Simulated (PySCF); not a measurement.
BCl, SMILES [B]Cl (connectivity only; charge and spin as stated), charge +1, multiplicity 2. Atoms are numbered in the order given.

```xyz
2

B      0.0000     0.0000    -1.2366
Cl     0.0000     0.0000     0.3637
```
Charge +1, spin multiplicity 2.

Geometry optimised at B3LYP-D3(BJ)/def2-TZVPD.

Computed with PBE/def2-TZVPD in PySCF.

Mulliken values depend strongly on the basis, most of all with diffuse functions as here. ESP charges are fitted to the potential on shells at 1.4 to 2.0 van der Waals radii. Atomic charges (e):

```csv
atom,Mulliken,ESP fit,Mulliken spin
B1,0.69,0.57,1.01
Cl2,0.31,0.43,-0.01
```
